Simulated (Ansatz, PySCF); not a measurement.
This Ansatz (a first-principles code) input computes a BLYP/def2-TZVPD energy:

Ansatz 0.2 input:
```yaml
crystal:
  periodic: [false, false, false]
  atoms:
    - {symbol: Si, position_ang: [0.02008128, -0.00260346, 0.01227512]}
    - {symbol: Cl, position_ang: [0.50461063, 1.61908240, -1.03253764]}
    - {symbol: Cl, position_ang: [-0.26440362, -1.64843819, -1.06934949]}
    - {symbol: Cl, position_ang: [-1.24178942, 0.23612778, 1.53114218]}
    - {symbol: O, position_ang: [1.58316996, -0.30185991, 0.91563288]}
    - {symbol: H, position_ang: [2.45539095, -0.20311425, 0.49338517]}
    - {symbol: H, position_ang: [1.62501235, -0.86068176, 1.71236410]}
basis:
  gaussian:
    orbitals: def2-TZVPD
hamiltonian:
  xc: {name: BLYP}
total_charge: 1
output: {forces: true}
```

Q: Write an input for the same energy in PySCF and say what it gives.

A: 
```python
from pyscf import gto, scf, dft

mol = gto.M(
    atom='''
    Si    0.02008128   -0.00260346    0.01227512
    Cl    0.50461063    1.61908240   -1.03253764
    Cl   -0.26440362   -1.64843819   -1.06934949
    Cl   -1.24178942    0.23612778    1.53114218
    O     1.58316996   -0.30185991    0.91563288
    H     2.45539095   -0.20311425    0.49338517
    H     1.62501235   -0.86068176    1.71236410
    ''',
    basis='def2-tzvpd',
    charge=1,
    spin=0,
    verbose=4,
)

mf = dft.RKS(mol, xc='blyp').density_fit(auxbasis='def2-universal-jkfit')
mf.grids.level = 3
mf.conv_tol = 1e-9
mf.max_cycle = 100
mf.max_memory = 1500
mf.kernel()
if not mf.converged:
    mf = mf.newton()
    mf.kernel(mf.make_rdm1())
mf.analyze()
```
It gives -1746.47332 Eh, and Ansatz -1746.47323 Eh, a difference of 0.09 mEh, from the treatment of integrals and grids.

It need not be the lowest isomer of its formula.
